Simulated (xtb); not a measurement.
C2H6NO, charge +1, singlet, geometry from GFN2-xTB; xtb 6.7.1 with GFN0-xTB.

xtb was given this input:
```
$ xtb mol.xyz --gfn 0 --chrg 1 --opt --json

# file mol.xyz
10

O      0.31859723     1.28234604     0.05551789
C      0.04598869     0.03047976    -0.00554695
N      0.97130854    -0.89086621    -0.03924743
C     -1.38335363    -0.33003445    -0.02103909
H      0.72828983    -1.87241852    -0.08436555
H     -1.96037592     0.45421182    -0.50831116
H     -1.56360514    -1.28823039    -0.49966096
H     -1.74648276    -0.38863017     1.00821425
H      1.96303337    -0.67815473    -0.01499862
H      1.25539266     1.54784533     0.08922707
```

What the program printed (banner, timings and long lists left out):

```
   ID    Z sym.   atoms
    1    8 O      1
    2    6 C      2, 4
    3    7 N      3
    4    1 H      5-10

           -------------------------------------------------
          |                Calculation Setup                |
           -------------------------------------------------

           -------------------------------------------------
          |                 G F N 0 - x T B                 |
           -------------------------------------------------

          ...................................................
          :                      SETUP                      :
          :.................................................:
          :  # basis functions                  28          :
          :  # atomic orbitals                  28          :
          :  # shells                           20          :
          :  # electrons                        24          :
          :  electronic temp.          300.0000000     K    :
          :  accuracy                    1.0000000          :
          :  -> integral cutoff          0.2500000E+02      :
          :  -> integral neglect         0.1000000E-07      :
          ...................................................

         :::::::::::::::::::::::::::::::::::::::::::::::::::::
         ::                     SUMMARY                     ::
         :::::::::::::::::::::::::::::::::::::::::::::::::::::
         :: total energy             -12.053784068883 Eh    ::
         :: gradient norm              0.042351276862 Eh/a0 ::
         :: HOMO-LUMO gap              5.030038699841 eV    ::
         ::.................................................::
         :: H0 energy                -13.505289590411 Eh    ::
         :: repulsion energy           0.180648036278 Eh    ::
         :: electrostat energy         1.293380416839 Eh    ::
         :: -> Gsolv                   0.000000000000 Eh    ::
         ::    -> Gsasa                0.000000000000 Eh    ::
         ::    -> Gshift               0.000000000000 Eh    ::
         :: dispersion energy         -0.001551677346 Eh    ::
         :: short-range corr.         -0.020971254243 Eh    ::
         :: add. restraining           0.000000000000 Eh    ::
         :: total charge               1.000000000000 e     ::
         :::::::::::::::::::::::::::::::::::::::::::::::::::::

      -----------------------------------------------------------
     |                   =====================                   |
     |                        A N C O P T                        |
     |                   =====================                   |
     |               Approximate Normal Coordinate               |
     |                Rational Function Optimizer                |
      -----------------------------------------------------------
      -----------------------------------------------------------
     |                   =====================                   |
     |                        A N C O P T                        |
     |                   =====================                   |
     |               Approximate Normal Coordinate               |
     |                Rational Function Optimizer                |
      -----------------------------------------------------------

          ...................................................
          :                      SETUP                      :
          :.................................................:
          :   optimization level            normal          :
          :   max. optcycles                   200          :
          :   ANC micro-cycles                  20          :
          :   degrees of freedom                24          :
          :.................................................:
          :   RF solver                   davidson          :
          :   write xtbopt.log                true          :
          :   linear?                        false          :
          :   energy convergence         0.5000000E-05 Eh   :
          :   grad. convergence          0.1000000E-02 Eh/α :
          :   maxmium RF displ.          1.0000000          :
          :   Hlow (freq-cutoff)         0.1000000E-01      :
          :   Hmax (freq-cutoff)         5.0000000          :
          :   S6 in model hess.         20.0000000          :
          ...................................................

generating ANC from exact Hessian ...
Using Lindh-Hessian (1995)
 Shifting diagonal of input Hessian by    0.0000000000000000
 Lowest  eigenvalues of input Hessian
    0.000000    0.000000    0.000000    0.000000    0.000000    0.000000
    0.013392    0.022098    0.029108    0.031093    0.049931    0.086122
    0.088353    0.091069    0.098004    0.136350    0.144836    0.195891
 Highest eigenvalues
    1.140300    1.225064    1.281331    1.546173    2.085880    2.345761

........................................................................
.............................. CYCLE    1 ..............................
........................................................................
 * total energy  :   -12.0537841 Eh     change        0.0000000E+00 Eh
   gradient norm :     0.0423513 Eh/α   predicted     0.0000000E+00 (   0.00%)
   displ. norm   :     0.0774225 α      lambda       -0.1718741E-02
   maximum displ.:     0.0296307 α      in ANC's #8, #12, #11, ...

........................................................................
.............................. CYCLE    2 ..............................
........................................................................
 * total energy  :   -12.0550481 Eh     change       -0.1264016E-02 Eh
   gradient norm :     0.0258957 Eh/α   predicted    -0.8645229E-03 ( -31.61%)
   displ. norm   :     0.0830120 α      lambda       -0.9487057E-03
   maximum displ.:     0.0569716 α      in ANC's #1, #12, #15, ...

........................................................................
[...]
 * total energy  :   -12.0557431 Eh     change       -0.3403647E-04 Eh
 * total energy  :   -12.0557825 Eh     change       -0.3948567E-04 Eh
 * total energy  :   -12.0558360 Eh     change       -0.5344574E-04 Eh
 * total energy  :   -12.0559098 Eh     change       -0.7379739E-04 Eh
 * total energy  :   -12.0559663 Eh     change       -0.5652352E-04 Eh
 * total energy  :   -12.0560144 Eh     change       -0.4809065E-04 Eh
 * total energy  :   -12.0560795 Eh     change       -0.6513909E-04 Eh
 * total energy  :   -12.0561187 Eh     change       -0.3919278E-04 Eh
 * total energy  :   -12.0561365 Eh     change       -0.1775811E-04 Eh
 * total energy  :   -12.0561663 Eh     change       -0.2985679E-04 Eh
 * total energy  :   -12.0561785 Eh     change       -0.1218139E-04 Eh
 * total energy  :   -12.0561859 Eh     change       -0.7368230E-05 Eh
 * total energy  :   -12.0561893 Eh     change       -0.3445337E-05 Eh
   *** GEOMETRY OPTIMIZATION CONVERGED AFTER 18 ITERATIONS ***
[...]
          :  accuracy                    1.0000000          :
          :  -> integral cutoff          0.2500000E+02      :
          :  -> integral neglect         0.1000000E-07      :
          ...................................................

         :::::::::::::::::::::::::::::::::::::::::::::::::::::
         ::                     SUMMARY                     ::
         :::::::::::::::::::::::::::::::::::::::::::::::::::::
         :: total energy             -12.056189340090 Eh    ::
         :: gradient norm              0.000547149740 Eh/a0 ::
         :: HOMO-LUMO gap              5.199705419883 eV    ::
         ::.................................................::
         :: H0 energy                -13.510447013185 Eh    ::
         :: repulsion energy           0.183750200104 Eh    ::
         :: electrostat energy         1.291726772364 Eh    ::
         :: -> Gsolv                   0.000000000000 Eh    ::
         ::    -> Gsasa                0.000000000000 Eh    ::
         ::    -> Gshift               0.000000000000 Eh    ::
         :: dispersion energy         -0.001552611678 Eh    ::
         :: short-range corr.         -0.019666687694 Eh    ::
         :: add. restraining           0.000000000000 Eh    ::
         :: total charge               1.000000000000 e     ::
         :::::::::::::::::::::::::::::::::::::::::::::::::::::

           -------------------------------------------------
          |                Property Printout                |
           -------------------------------------------------

    * Orbital Energies and Occupations

         #    Occupation            Energy/Eh            Energy/eV
      -------------------------------------------------------------
         1        2.0000           -0.7074140             -19.2497
         2        2.0000           -0.6984919             -19.0069
         3        2.0000           -0.6350561             -17.2808
         4        2.0000           -0.6084316             -16.5563
         5        2.0000           -0.5789914             -15.7552
         6        2.0000           -0.5742946             -15.6274
         7        2.0000           -0.5427604             -14.7693
         8        2.0000           -0.5203803             -14.1603
         9        2.0000           -0.5000277             -13.6064
        10        2.0000           -0.4951199             -13.4729
        11        2.0000           -0.4622521             -12.5785
        12        2.0000           -0.4320034             -11.7554 (HOMO)
        13                         -0.2409178              -6.5557 (LUMO)
        14                         -0.1803724              -4.9082
        15                         -0.1593013              -4.3348
        16                         -0.1486334              -4.0445
        17                         -0.0982195              -2.6727
        18                         -0.0905312              -2.4635
        19                         -0.0782620              -2.1296
        20                          0.0747285               2.0335
        21                          0.1333388               3.6283
        22                          0.1558308               4.2404
        23                          0.2496448               6.7932
       ...                                ...                  ...
        28                          0.4662708              12.6879
      -------------------------------------------------------------
                  HL-Gap            0.1910857 Eh            5.1997 eV
             Fermi-level            0.0000000 Eh            0.0000 eV

     #   Z          covCN         q      C6AA      α(0)
     1   8 O        1.664    -0.466    21.991     6.344
     2   6 C        2.743     0.742    16.553     6.640
     3   7 N        2.637    -1.166    59.948    11.592
     4   6 C        3.756    -0.470    34.883     8.522
     5   1 H        0.860     0.527     0.304     0.864
     6   1 H        0.924     0.306     0.691     1.300
     7   1 H        0.924     0.286     0.751     1.355
     8   1 H        0.924     0.286     0.750     1.355
     9   1 H        0.860     0.530     0.301     0.859
    10   1 H        0.805     0.424     0.443     1.045

 Mol. C6AA /au·bohr⁶  :        712.007640
 Mol. C8AA /au·bohr⁸  :      15850.265080
 Mol. α(0) /au        :         39.876432

Wiberg/Mayer (AO) data.
largest (>0.10) Wiberg bond orders for each atom

 ---------------------------------------------------------------------------
     #   Z sym  total        # sym  WBO       # sym  WBO       # sym  WBO
 ---------------------------------------------------------------------------
     1   8 O    2.706 --     2 C    1.520    10 H    0.966     3 N    0.161
     2   6 C    3.872 --     1 O    1.520     3 N    1.339     4 C    1.011
     3   7 N    3.443 --     2 C    1.339     5 H    0.959     9 H    0.959
                             1 O    0.161
     4   6 C    3.978 --     2 C    1.011     6 H    0.978     7 H    0.967
                             8 H    0.967
     5   1 H    0.972 --     3 N    0.959
     6   1 H    0.987 --     4 C    0.978
     7   1 H    0.983 --     4 C    0.967
     8   1 H    0.983 --     4 C    0.967
     9   1 H    0.977 --     3 N    0.959
    10   1 H    0.982 --     1 O    0.966
 ---------------------------------------------------------------------------

Topologies differ in total number of bonds
Writing topology from bond orders to xtbtopo.mol

 dipole moment from electron density (au)
     X       Y       Z
   1.2392   0.1712  -0.0201  total (Debye):    3.180

optimized geometry written to: xtbopt.xyz

           -------------------------------------------------
          | TOTAL ENERGY              -12.056189340090 Eh   |
          | GRADIENT NORM               0.000547149740 Eh/α |
          | HOMO-LUMO GAP               5.199705419883 eV   |
           -------------------------------------------------

normal termination of xtb
```
